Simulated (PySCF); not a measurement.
All values below come from PBE-D3(BJ)/def2-TZVP // B3LYP-D3(BJ)/def2-TZVP (PySCF). All species are isolated molecules in the gas phase. 

Reference species (SMILES): `[Cl][Ga][Cl]` (neutral, multiplicity 2).

- dipole moment: 1.64 D
- highest occupied spin orbital: -6.06 eV

Changed species: `[Ga]([Cl])[SiH3]` (radical fragment; the reference has radical fragment).

Q: Give the shifts of the dipole moment and highest occupied spin orbital.

A: the dipole moment goes up by 0.60 D, to 2.24 D; the highest occupied spin orbital rises by 1.07 eV, to -4.99 eV.
